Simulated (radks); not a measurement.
Dy21+, 45 electrons, occupied as [Kr] 4d8 5s1 (not the ground configuration).

All-electron calculation, scalar-relativistic Kohn-Sham, PBEsol, spin-polarised, spherical densities, point nucleus; open shells are filled with parallel spins first (spin-orbit coupling, left out, can overturn this in heavy ions). Program: a radial shooting solver on a logarithmic mesh with Libxc functionals.

Energy parts (Ry):
| part | energy |
|---|---|
| total | -23950.3202 |
| kinetic | 25872.1397 |
| electron-nucleus | -56568.0973 |
| Hartree | 7216.8603 |
| exchange-correlation | -471.2229 |

Orbitals (lengths in bohr, moments of r in powers of bohr; <r^-3> diverges for s and p1/2):
| orbital | occ. | eigenvalue (Ry) | <1/r> | <r^-3> | <r^2> | <r> |
|---|---|---|---|---|---|---|
| 1s up | 1 | -3987.022 | 74.56 | - | 0.0006096 | 0.02112 |
| 1s down | 1 | -3987.000 | 74.56 | - | 0.0006096 | 0.02112 |
| 2s up | 1 | -701.3972 | 17.32 | - | 0.009527 | 0.08981 |
| 2s down | 1 | -701.2749 | 17.32 | - | 0.009527 | 0.08981 |
| 2p up | 3 | -627.3808 | 16.09 | 12790 | 0.007714 | 0.07949 |
| 2p down | 3 | -627.2799 | 16.09 | 12800 | 0.007713 | 0.07948 |
| 3s up | 1 | -190.9377 | 6.390 | - | 0.06256 | 0.2341 |
| 3s down | 1 | -190.8622 | 6.391 | - | 0.06253 | 0.2340 |
| 3p up | 3 | -168.2207 | 5.992 | 2739 | 0.06273 | 0.2327 |
| 3p down | 3 | -168.1391 | 5.993 | 2739 | 0.06269 | 0.2327 |
| 3d up | 5 | -139.1158 | 5.682 | 366.4 | 0.05236 | 0.2113 |
| 3d down | 5 | -139.0066 | 5.682 | 366.3 | 0.05233 | 0.2113 |
| 4s up | 1 | -70.25986 | 2.850 | - | 0.2858 | 0.5042 |
| 4s down | 1 | -69.95812 | 2.850 | - | 0.2856 | 0.5041 |
| 4p up | 3 | -62.31721 | 2.659 | 718.9 | 0.3109 | 0.5244 |
| 4p down | 3 | -62.01410 | 2.660 | 718.9 | 0.3107 | 0.5242 |
| 4d up | 5 | -51.59783 | 2.445 | 88.50 | 0.3343 | 0.5405 |
| 4d down | 3 | -51.28977 | 2.446 | 88.61 | 0.3339 | 0.5402 |
| 5s up | 1 | -34.94923 | 1.487 | - | 0.9914 | 0.9436 |
| 5s down | 0 | -34.62430 | 1.485 | - | 0.9936 | 0.9447 |
| 5p up | 0 | -31.79522 | 1.397 | 247.1 | 1.101 | 0.9929 |
| 5p down | 0 | -31.47847 | 1.394 | 246.0 | 1.104 | 0.9943 |
| 6s up | 0 | -21.09910 | 0.9220 | - | 2.590 | 1.526 |

The highest occupied level is 5s up at -475.51 eV. Spin moment in Bohr magnetons: 3.
